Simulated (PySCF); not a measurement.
# UHF on Mg²⁺ (magnesium, charge +2)

Configuration: [Ne], closed-shell 1S. Calculation: PySCF 2.14, in aug-cc-pVDZ (5s4p2d, 27 functions); the non-relativistic Hamiltonian (point nucleus).

| Item | Value |
| --- | --- |
| Total energy | -198.824239 hartree |
| One-electron energy | -271.0330 hartree |
| Hartree (Coulomb) energy | 87.8763 hartree |
| Exchange energy | -15.6676 hartree |
| Kinetic energy | 198.69808 hartree |
| ⟨S²⟩ | 0.0000 |
| ⟨L²⟩ | 0.000 |
| Sum of ⟨r⟩ | 5.736 bohr |
| Sum of ⟨r²⟩ | 4.737 bohr² |
| Density at the nucleus (Gaussians lack the cusp) | 1060 bohr⁻³ |
| Langevin diamagnetic susceptibility | -3.75 ×10⁻⁶ cm³/mol |
| Time after the integrals | 0.08 s of wall time on 1 thread of Intel(R) Xeon(R) Platinum 8375C CPU @ 2.90GHz (shared host) |

```tsv
shell	electrons	mean orbital energy (eV)	rms radius, mean of both spins (bohr)
1s	2	-1354.7	0.152
2s	2	-122.15	0.755
2p	6	-81.946	0.769
```
